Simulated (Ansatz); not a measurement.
Basis-set series for CH₇AlN₂, SMILES `NC[NH][AlH2]`. Total charge 0; spin multiplicity 1. Geometry: relaxed with PBE0-D4/def2-TZVP. It is one conformer, not always the lowest.

```xyz
11

N     1.070    1.424   -0.514
C     0.361    0.188   -0.791
N     0.244   -0.607    0.401
Al   -1.224   -1.228    1.169
H     1.269    1.928   -1.370
H     0.511    2.025    0.080
H     0.935   -0.337   -1.567
H    -0.653    0.333   -1.194
H     1.154   -0.762    0.814
H    -2.609   -0.868    0.490
H    -1.059   -2.096    2.483
```

| functional | basis | functions | energy (Eh) | HOMO (eV) | LUMO (eV) |
| --- | --- | --- | --- | --- | --- |
| PBE0-D4 | def2-SVP | 95 | -393.78121 | -6.67 | -0.56 |
| PBE0-D4 | def2-TZVPP | 233 | -394.04252 | -6.88 | -0.73 |
| ωB97M-V | def2-SVP | 95 | -393.97365 | -9.02 | 1.16 |
| ωB97M-V | def2-TZVPP | 233 | -394.24266 | -9.24 | 0.86 |

Give the rows for def2-QZVPP. (An estimate is asked.)

Ansatz gave: 
| functional | basis | functions | energy (Eh) | HOMO (eV) | LUMO (eV) |
| --- | --- | --- | --- | --- | --- |
| PBE0-D4 | def2-QZVPP | 451 | -394.05960 | -6.92 | -0.82 |
| ωB97M-V | def2-QZVPP | 451 | -394.25924 | -9.28 | 0.52 |

Positive LUMOs are unbound and depend on the basis.
